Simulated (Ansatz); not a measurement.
`C[O][In]([Cl])[Cl]` + H₂Se → `[Cl][In]([Cl])[SeH]` + CH₃OH at 500 K and 1 bar (ligand exchange at the In–O bond).

Calculated with Ansatz (gas phase, PBE0-D4/def2-TZVP geometries, no zero-point term in ΔE). CCSD(T)/CBS is the MP2 limit (def2-TZVPP, def2-QZVPP) plus CCSD(T) − MP2 in def2-TZVPP, frozen cores. This one scheme is used for every species. Elements past krypton have def2 core potentials. For In, Se outer-core shells are correlated without core-valence functions, which leaves a few kJ/mol of doubt a bond. Scalar relativity is left out up to krypton. One conformer a species, not always the lowest.

```tsv
species	CCSD(T)/CBS energy (Eh)	H − E (kJ/mol)	S (J/(mol·K))
`C[O][In]([Cl])[Cl]`	-1224.50245	160.5	460.6
H₂Se	-2401.89790	53.1	237.8
`[Cl][In]([Cl])[SeH]`	-3510.81908	66.7	427.7
CH₃OH	-115.61712	157.0	265.4
```

H − E and S are ideal-gas, rigid-rotor, harmonic terms from PBE0-D4/def2-TZVP, for one conformer and one mirror image of each species. 1 Eh = 2625.50 kJ/mol, R = 8.31446 J/(mol·K).

By hand: ΔE, ΔH, ΔS and ΔG.

ΔE = (-3510.81908) + (-115.61712) − (-1224.50245) − (-2401.89790) = -0.03585 Eh = -94.1 kJ/mol. Δ(H − E) = 66.7 + 157.0 − 160.5 − 53.1 = 10.1, so ΔH = -84.0 kJ/mol. ΔS = 427.7 + 265.4 − 460.6 − 237.8 = -5.3 J/(mol·K). ΔG = -84.0 − 500 × (-5.3)/1000 = -81.3 kJ/mol.

By hand: the equilibrium constant, and the temperature at which ΔG would vanish if ΔH and ΔS stayed fixed.

log₁₀ K = −ΔG/(RT ln 10) = 8.5. ΔG = 0 at ΔH/ΔS = 15849 K, far beyond where these terms or the molecules hold.

The number of gas molecules stays the same, so ΔS is small and ΔH decides. A doubt of 5 kJ/mol in ΔE shifts log₁₀ K by 0.5 here. Other conformers and mirror images would add mixing entropy, several J/(mol·K) or more a flexible species. Modes under 60 cm⁻¹, often nearly free rotors, make the harmonic entropy too high. These are equilibria of isolated gas molecules and say nothing of rates. Largest T1 diagnostic: 0.015 (customary marks: 0.02 for closed shells, 0.045 for open ones).
